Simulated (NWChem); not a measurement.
System: CH3F3OSi; SMILES FC([SiH2]O)(F)F

Input file for NWChem:

```
start job
memory heap 200 mb stack 900 mb global 1100 mb
geometry units angstroms noautoz
  Si    -0.583937    -1.070843    -0.000233
  O      0.682943    -2.118797    -0.206655
  C      0.023644     0.757045    -0.022158
  F      0.616544     1.111964    -1.185905
  F      0.926890     0.992240     0.970082
  F     -1.013602     1.611346     0.175329
  H     -1.492084    -1.260119    -1.148844
  H     -1.277612    -1.232387     1.303536
  H      1.351814    -2.156450     0.491335
end
basis spherical
  * library def2-tzvp
end
dft
  xc m06-2x
  iterations 150
  semidirect filesize 400000000
  mulliken
end
task dft energy
```

NWChem printed, in part:

```
             Northwest Computational Chemistry Package (NWChem) 7.3.0
             --------------------------------------------------------

 C1  symmetry detected

                             Geometry "geometry" -> ""
                             -------------------------

 Output coordinates in angstroms (scale by  1.889725989 to convert to a.u.)

  No.       Tag          Charge          X              Y              Z
 ---- ---------------- ---------- -------------- -------------- --------------
    1 Si                  14.0000    -0.64359634    -1.06863456     0.00143999
    2 O                    8.0000     0.59040223    -2.17235372    -0.06823125
    3 C                    6.0000     0.04109085     0.73186107    -0.01368824
    4 F                    9.0000     0.74582087     1.02905148    -1.13030744
    5 F                    9.0000     0.86550432     0.95875853     1.04676931
    6 F                    9.0000    -0.97182422     1.63264034     0.07181244
    7 H                    1.0000    -1.45757363    -1.25395451    -1.21632891
    8 H                    1.0000    -1.45234707    -1.16460542     1.24394026
    9 H                    1.0000     1.19499785    -2.21694601     0.68573948

 Effective nuclear repulsion energy (a.u.)     331.5526955946

                                 NWChem DFT Module
                                 -----------------

 Summary of "ao basis" -> "ao basis" (spherical)
 ------------------------------------------------------------------------------
       Tag                 Description            Shells   Functions and Types
 ---------------- ------------------------------  ------  ---------------------
 Si                        def2-tzvp                13       37   5s5p2d1f
 O                         def2-tzvp                11       31   5s3p2d1f
 C                         def2-tzvp                11       31   5s3p2d1f
 F                         def2-tzvp                11       31   5s3p2d1f
 H                         def2-tzvp                 4        6   3s1p

            General Information
            -------------------
          SCF calculation type: DFT
          Wavefunction type:  closed shell.
          No. of atoms     :     9
          No. of electrons :    58
           Alpha electrons :    29
            Beta electrons :    29
          Charge           :     0
          Spin multiplicity:     1
          Use of symmetry is: off; symmetry adaption is: off
          Maximum number of iterations: 150
          AO basis - number of functions:   210
                     number of shells:    80
          Convergence on energy requested:  1.00D-06
          Convergence on density requested:  1.00D-05
          Convergence on gradient requested:  5.00D-04

              XC Information
              --------------
                       M06-2X Method XC Functional
                     Hartree-Fock (Exact) Exchange  0.540
                        M06-2X Exchange Functional  1.000
                      M06-2X Correlation Potential  1.000

             Grid Information
             ----------------
          Grid used for XC integration:  medium
          Radial quadrature: Mura-Knowles
          Angular quadrature: Lebedev.
          Tag              B.-S. Rad. Rad. Pts. Rad. Cut. Ang. Pts.
          ---              ---------- --------- --------- ---------
          Si                  1.10       88           9.0       590
          O                   0.60       49          10.0       434
          C                   0.70       49          10.0       434
          F                   0.50       49          12.0       434
          H                   0.35       45          10.0       434
          Grid pruning is: on
          Number of quadrature shells:   468
          Spatial weights used:  Erf1

      Superposition of Atomic Density Guess
      -------------------------------------

 Sum of atomic energies:        -701.04470866

      Non-variational initial energy
      ------------------------------

 Total energy =    -702.668331
 1-e energy   =   -1633.944706
 2-e energy   =     599.723679
 HOMO         =      -0.346400
 LUMO         =       0.020029

------------------------------------------------------------
EAF file 0: "./job.aoints.0" size=752877568 bytes
------------------------------------------------------------
               write      read    awrite     aread      wait
               -----      ----    ------     -----      ----
     calls:     1436         0         0         0         0
   data(b): 7.53e+08  0.00e+00  0.00e+00  0.00e+00
   time(s): 0.00e+00  0.00e+00  0.00e+00  0.00e+00  0.00e+00
rate(mb/s): 0.00e+00  0.00e+00
------------------------------------------------------------

     ---------------------------------------------
      Total Density - Mulliken Population Analysis
     ---------------------------------------------

    Atom       Charge   Shell Charges
 -----------   ------   -------------------------------------------------------
    1 Si  14    13.32   2.00  0.59  1.39  0.84  0.44  4.11  1.73  0.50  1.10  0.34  0.13  0.12  0.04
    2 O    8     8.85   0.79  1.18  0.59  0.95  0.24  2.02  2.21  0.85  0.00  0.01  0.00
    3 C    6     5.03   0.85  1.13  0.48  0.64  0.09  0.73  0.78  0.10  0.05  0.17  0.02
    4 F    9     9.38   0.77  1.20  0.61  1.00  0.30  2.33  2.31  0.84  0.00  0.01  0.00
    5 F    9     9.39   0.77  1.20  0.61  1.00  0.30  2.33  2.31  0.84  0.00  0.01  0.00
    6 F    9     9.38   0.77  1.20  0.61  1.00  0.30  2.33  2.31  0.84  0.00  0.01  0.00
    7 H    1     1.05   0.23  0.54  0.27  0.01
    8 H    1     1.06   0.23  0.54  0.28  0.01
    9 H    1     0.54   0.19  0.25  0.05  0.04

   convergence    iter        energy       DeltaE   RMS-Dens  Diis-err
 ---------------- ----- ----------------- --------- --------- ---------
 d= 0,ls=0.0,diis     1   -704.0323328268 -1.04D+03  5.36D-03  2.04D+00
 d= 0,ls=0.0,diis     2   -703.9966311458  3.57D-02  2.61D-03  2.92D+00
 d= 0,ls=0.0,diis     3   -704.2295014475 -2.33D-01  3.49D-04  1.98D-02
 d= 0,ls=0.0,diis     4   -704.2307967818 -1.30D-03  1.55D-04  3.60D-03
 d= 0,ls=0.0,diis     5   -704.2310896942 -2.93D-04  3.88D-05  3.75D-04
  Resetting Diis
 d= 0,ls=0.0,diis     6   -704.2311210578 -3.14D-05  1.46D-05  3.32D-05
 d= 0,ls=0.0,diis     7   -704.2311241211 -3.06D-06  4.39D-06  1.03D-06
 d= 0,ls=0.0,diis     8   -704.2311242157 -9.46D-08  1.50D-06  5.18D-07

         Total DFT energy =     -704.231124215651
      One electron energy =    -1635.984450408984
           Coulomb energy =      667.566581013073
    Exchange-Corr. energy =      -67.365950414376
 Nuclear repulsion energy =      331.552695594636

 Numeric. integr. density =       58.000007708271

                       DFT Final Molecular Orbital Analysis
                       ------------------------------------

 Vector   27  Occ=2.000000D+00  E=-4.671308D-01
              MO Center=  2.8D-01, -1.5D+00, -3.4D-02, r^2= 2.5D+00
   Bfn.  Coefficient  Atom+Function         Bfn.  Coefficient  Atom+Function
  ----- ------------  ---------------      ----- ------------  ---------------
    44      0.250909  2 O  py                43      0.233712  2 O  px
    47      0.217974  2 O  py                46      0.201602  2 O  px
    50      0.156097  2 O  py                45     -0.135977  2 O  pz
    49      0.133818  2 O  px               106      0.132042  4 F  py
    16      0.120584  1 Si py                17     -0.120113  1 Si pz

 Vector   28  Occ=2.000000D+00  E=-4.182466D-01
              MO Center= -7.8D-01, -1.2D+00, -4.7D-02, r^2= 2.9D+00
   Bfn.  Coefficient  Atom+Function         Bfn.  Coefficient  Atom+Function
  ----- ------------  ---------------      ----- ------------  ---------------
    17      0.256007  1 Si pz               194     -0.200851  7 H  s
    45     -0.188621  2 O  pz               200      0.187381  8 H  s
    48     -0.157710  2 O  pz               195     -0.141865  7 H  s
   193     -0.132029  7 H  s                201      0.129859  8 H  s
   199      0.119857  8 H  s                 51     -0.104811  2 O  pz

 Vector   29  Occ=2.000000D+00  E=-3.945290D-01
              MO Center= -1.4D-01, -4.0D-01,  9.9D-02, r^2= 3.3D+00
   Bfn.  Coefficient  Atom+Function         Bfn.  Coefficient  Atom+Function
  ----- ------------  ---------------      ----- ------------  ---------------
    75     -0.221572  3 C  py                72      0.212899  3 C  s
    78     -0.186219  3 C  py                44     -0.179678  2 O  py
    16      0.160925  1 Si py                47     -0.153780  2 O  py
   168      0.153980  6 F  py               106      0.143090  4 F  py
   171      0.132234  6 F  py               200     -0.132149  8 H  s

 Vector   30  Occ=0.000000D+00  E= 1.346054D-02
              MO Center= -1.1D-01, -1.4D+00,  3.5D-01, r^2= 5.1D+00
   Bfn.  Coefficient  Atom+Function         Bfn.  Coefficient  Atom+Function
  ----- ------------  ---------------      ----- ------------  ---------------
    42      0.824846  2 O  s                 19      0.764729  1 Si py
    73     -0.692002  3 C  s                 18     -0.599535  1 Si px
   207     -0.562122  9 H  s                  5      0.512176  1 Si s
   195     -0.363526  7 H  s                 16      0.218586  1 Si py
    81      0.184170  3 C  py                20     -0.175660  1 Si pz

 Vector   31  Occ=0.000000D+00  E= 5.563217D-02
              MO Center= -9.9D-01, -1.5D+00,  2.4D-01, r^2= 4.8D+00
   Bfn.  Coefficient  Atom+Function         Bfn.  Coefficient  Atom+Function
  ----- ------------  ---------------      ----- ------------  ---------------
    73      1.922281  3 C  s                 19     -1.599852  1 Si py
    18     -1.226340  1 Si px                 5     -1.136528  1 Si s
    81     -0.888848  3 C  py               195     -0.689518  7 H  s
    16     -0.307398  1 Si py                42      0.279145  2 O  s
   201     -0.279181  8 H  s                 20     -0.270428  1 Si pz

 Vector   32  Occ=0.000000D+00  E= 8.146779D-02
              MO Center= -3.5D-01, -4.6D-01, -2.0D-01, r^2= 4.0D+00
   Bfn.  Coefficient  Atom+Function         Bfn.  Coefficient  Atom+Function
  ----- ------------  ---------------      ----- ------------  ---------------
    20      1.166427  1 Si pz               201     -1.144716  8 H  s
   195      0.768047  7 H  s                 82      0.370968  3 C  pz
   104      0.366576  4 F  s                135     -0.339251  5 F  s
    18     -0.266125  1 Si px                17      0.254367  1 Si pz
    79      0.252737  3 C  pz                51     -0.179530  2 O  pz

------------------------------------------------------------
EAF file 0: "./job.aoints.0" size=1184890880 bytes
------------------------------------------------------------
               write      read    awrite     aread      wait
               -----      ----    ------     -----      ----
     calls:     2260         7         0     15813     15813
   data(b): 1.18e+09  3.67e+06  0.00e+00  8.29e+09
   time(s): 0.00e+00  0.00e+00  0.00e+00  0.00e+00  0.00e+00
rate(mb/s): 0.00e+00  0.00e+00
------------------------------------------------------------

     ---------------------------------------------
      Total Density - Mulliken Population Analysis
     ---------------------------------------------

    Atom       Charge   Shell Charges
 -----------   ------   -------------------------------------------------------
    1 Si  14    13.59   2.00  0.56  1.40  0.86  0.37  4.14  1.68  0.60  1.25  0.25  0.20  0.23  0.06
    2 O    8     8.55   0.79  1.18  0.58  0.89  0.32  1.90  1.96  0.91  0.00  0.01  0.00
    3 C    6     5.63   0.86  1.12  0.53  0.61  0.01  1.12  0.96  0.08  0.06  0.26  0.04
    4 F    9     9.18   0.77  1.20  0.62  0.96  0.37  2.26  2.15  0.84  0.00  0.01  0.00
    5 F    9     9.19   0.77  1.20  0.62  0.96  0.37  2.26  2.15  0.86  0.00  0.01  0.00
    6 F    9     9.19   0.77  1.20  0.62  0.96  0.37  2.26  2.15  0.85  0.00  0.01  0.00
    7 H    1     1.00   0.25  0.53  0.21  0.01
    8 H    1     1.01   0.25  0.53  0.23  0.01
    9 H    1     0.65   0.25  0.33  0.03  0.05

     -------------------------------------------
      Total Density - Lowdin Population Analysis
     -------------------------------------------

    Atom       Charge   Shell Charges
 -----------   ------   -------------------------------------------------------
    1 Si  14    13.76   2.00  0.83  1.09  0.50  0.30  3.86  1.87  0.70  1.10  0.50  0.22  0.58  0.20
    2 O    8     8.13   0.87  1.09  0.53  0.58  0.32  1.75  1.93  1.02  0.00  0.03  0.00
    3 C    6     6.72   0.91  1.04  0.39  0.33  0.20  1.00  1.12  0.49  0.09  0.94  0.23
    4 F    9     8.84   0.86  1.10  0.59  0.69  0.37  2.12  2.14  0.94  0.00  0.03  0.00
    5 F    9     8.85   0.86  1.10  0.59  0.69  0.37  2.12  2.14  0.94  0.00  0.03  0.00
    6 F    9     8.84   0.86  1.10  0.59  0.69  0.37  2.12  2.14  0.94  0.00  0.03  0.00
    7 H    1     1.02   0.25  0.47  0.28  0.02
    8 H    1     1.03   0.25  0.47  0.29  0.02
    9 H    1     0.81   0.24  0.31  0.10  0.16

     Multipole analysis of the density
     ---------------------------------

     L   x y z        total         alpha         beta         nuclear
     -   - - -        -----         -----         ----         -------
     0   0 0 0     -0.000000    -29.000000    -29.000000     58.000000

     1   1 0 0     -0.148882     -0.074441     -0.074441      0.000000
     1   0 1 0     -0.729157     -0.364579     -0.364579      0.000000
     1   0 0 1      0.475626      0.237813      0.237813      0.000000

     2   2 0 0    -29.122270    -76.175759    -76.175759    123.229247
     2   1 1 0     -0.388159     -1.112786     -1.112786      1.837412
     2   1 0 1      1.587742      0.105050      0.105050      1.377642
     2   0 2 0    -31.918980   -206.281287   -206.281287    380.643594
     2   0 1 1     -2.369011      0.101635      0.101635     -2.572282
     2   0 0 2    -30.098439    -59.583571    -59.583571     89.068703
```

Level: M06-2X/def2-TZVP. Coordinates come from a B3LYP/6-31G* (spherical d) optimisation.
